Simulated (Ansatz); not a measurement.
Basis-set extrapolation for Cl2F3HSi2, SMILES `F[Si](F)(F)[SiH](Cl)Cl` (PBE0-D4/def2-TZVP geometry, frozen core, the Gaussian-basis code of Ansatz). Multiplicity 1, RHF reference.

|  | cc-pV(T+d)Z | cc-pV(Q+d)Z |
| --- | --- | --- |
| HF | -1796.284125 | -1796.328189 |
| MP2 correlation | -1.347137 | -1.476854 |
| CCSD(T) correlation | -1.437266 | not run |

Energies in hartree. Use E(X) = E(∞) + A·exp(−5.46·√X) for Hartree–Fock and E(X) = E(∞) + B·X^(−3.05) for correlation, with X = 3 and 4, and add CCSD(T) minus MP2 of the smaller set to the MP2 limit.

Problem. What is the CCSD(T) energy at the basis-set limit?

Solution. HF limit: -1796.328189 + (-0.044064) × 0.30130 = -1796.34147. MP2 limit: -1.476854 + (-0.129717) × 0.71189 = -1.56920. Higher-order term: -1.437266 − (-1.347137) = -0.09013. Total: -1798.00080 hartree, 175.3 kcal/mol below CCSD(T)/cc-pV(T+d)Z.
